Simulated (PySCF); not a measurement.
Start geometry of 2-bromophenol, `Oc1ccccc1Br` from GFN2-xTB (Å):
```
atom  x, y, z in Å
O1     2.2458   -0.7797   -0.6395
C2     0.9994   -0.3876   -0.3134
C3    -0.0827   -1.1431   -0.7621
C4    -1.3760   -0.7750   -0.4493
C5    -1.6222    0.3524    0.3180
C6    -0.5631    1.1159    0.7741
C7     0.7291    0.7435    0.4562
Br8    2.2049    1.7997    1.0859
H9     2.8987   -0.1689   -0.2619
H10    0.1271   -2.0183   -1.3558
H11   -2.1987   -1.3742   -0.8076
H12   -2.6326    0.6392    0.5637
H13   -0.7339    1.9966    1.3738
```

Task: What comes out of this run: PBE0-D3(BJ)/def2-SVP geometry optimisation, gas phase in PySCF?

Result: 
```
atom  x, y, z in Å
O1     1.434   -1.673   -1.559
C2     0.195   -1.281   -1.239
C3    -0.891   -2.035   -1.700
C4    -2.193   -1.664   -1.391
C5    -2.446   -0.531   -0.615
C6    -1.379    0.231   -0.147
C7    -0.076   -0.145   -0.459
Br8    1.394    0.874    0.166
H9     2.066   -1.051   -1.167
H10   -0.675   -2.918   -2.306
H11   -3.024   -2.268   -1.762
H12   -3.469   -0.239   -0.372
H13   -1.550    1.121    0.462
```

The energy falls by 0.83 kcal/mol over 7 energy and gradient evaluations, the largest force component goes from 0.0149 to 1.5e-04 Eh/bohr, and the atoms move by 0.017 Å rms after alignment. The bond that changes most is C7–Br8 (aromatic C–Br carbon to aryl bromine), which shortens by 0.026 Å. Bonds longer at the end by more than 0.005 Å: 10 of 13; shorter: 2. Rotational constants go from 2924, 984.8, 736.7 to 2917, 991.1, 739.7 MHz. The orientation of the end geometry is arbitrary; only internal coordinates are fixed.

The run used 155 basis functions and 46 SCF cycles in all. On one thread of an Intel Xeon 6975P-C, shared host with 192 logical CPUs at a one-minute load of 88, this took 65 s and 0.76 GiB of memory at its peak.

No PBE0-D3(BJ)/def2-SVP frequencies stand behind this structure, so it isn't proved a minimum. The numbers are those of one conformer.
